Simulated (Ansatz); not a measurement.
`CSB[TeH]`, 9 atoms. Charge 0, multiplicity 1. Correlated methods include outer-core shells of Te, which these sets cover unevenly. Te takes the def2 core potential. All runs use 4 threads of a server CPU on a shared host. Correlated methods freeze the cores.

Task: How many basis functions does each run have, and how long does it take in Ansatz? RKS ωB97M-V/def2-SVP energy; RKS PBE0-D4/def2-TZVPP energy; RKS PBE0-D4/def2-TZVP relaxation (18 steps); RHF-MP2/def2-QZVPP energy; RKS PBE0-D4/def2-TZVP frequencies; RKS PBE0-D4/def2-SVP energy; RKS ωB97M-V/def2-QZVPP energy; RHF-CCSD(T)/def2-TZVPP energy; RHF-CCSD(T)/def2-SVP energy; direct RPA on PBE orbitals/def2-TZVPP energy; RKS LC-ωPBE/def2-TZVPP energy; RKS PBE0-D4/def2-QZVPP energy. (Estimate.)

Result: The calculation gave: Other jobs shared the machine, so times are rough.

```tsv
level	job	functions	wall time	peak host memory (GiB)
RKS PBE0-D4/def2-SVP	energy	97	0.65 s	0.2
RKS LC-ωPBE/def2-TZVPP	energy	224	1.2 s	0.39
RKS PBE0-D4/def2-TZVPP	energy	224	1.4 s	0.54
RKS ωB97M-V/def2-SVP	energy	97	2.1 s	0.31
RHF-CCSD(T)/def2-SVP	energy	97	2.4 s	0.43
direct RPA on PBE orbitals/def2-TZVPP	energy	224	2.6 s	0.53
RKS PBE0-D4/def2-QZVPP	energy	416	3.5 s	1.4
RKS ωB97M-V/def2-QZVPP	energy	416	7.5 s	1.7
RHF-MP2/def2-QZVPP	energy	416	8.5 s	2.1
RKS PBE0-D4/def2-TZVP	relaxation (18 steps)	179	28 s	0.48
RHF-CCSD(T)/def2-TZVPP	energy	224	29 s	4.1
RKS PBE0-D4/def2-TZVP	frequencies	179	61 s	0.46
```

LC-ωPBE has ω = 0.4 bohr⁻¹.
